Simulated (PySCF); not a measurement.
**Electron correlation in Xe (xenon, neutral)**

[Xe], closed-shell 1S. All numbers are calculated (PySCF 2.14, scalar relativity through the core potential, in aug-cc-pVDZ-PP with ECP28MDF). Frozen: 4s2 4p6 4d10; 8 electrons correlated.

| level | correlation energy (mhartree) |
| --- | --- |
| CCSD | -115.45 |
| (T) | -1.71 |
| CCSD(T) | -117.16 |
| CCSDT | -117.33 |

Diagnostics: T1 = 0.0050, D1 = 0.0074, largest double amplitude 0.039.

Is a single reference adequate?

Yes, within this model without spin-orbit coupling: T1 lies below 0.03 and no double amplitude reaches 0.07.
